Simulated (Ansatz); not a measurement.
```yaml
crystal:
  periodic: [false, false, false]
  atoms:
    - {symbol: Al, position_ang: [-1.050964, -0.500766, -0.555421]}
    - {symbol: Si, position_ang: [0.348241, 0.969889, 0.406905]}
    - {symbol: As, position_ang: [0.631311, -1.323126, 0.794355]}
    - {symbol: H, position_ang: [-2.088898, -0.983618, -1.546688]}
    - {symbol: H, position_ang: [1.472232, 1.690450, -0.098517]}
    - {symbol: H, position_ang: [-0.073586, 1.524056, 1.652366]}
    - {symbol: H, position_ang: [0.820417, -1.442165, -0.696872]}
basis:
  gaussian: {orbitals: aug-cc-pVDZ}
magnetization: {spin_polarized: true, initial_magnetization: 1}
hamiltonian: {xc: {name: rPW86-PBE}}
accuracy: high
scf: {lower_state_search: full}
output: {forces: true}
```

```sh
$ ansatz run in.yaml --threads 2 --pin off --events-out ev --progress --plain --max-ram 4352MiB
```

(1) How does Ansatz answer? (Estimate.)

Answers

(1) Computed: The input was rejected before any iteration.
```
Error: a molecule whose nuclei and cores have a total charge of 64 cannot have a net charge of 0 together with 1 unpaired electrons
```
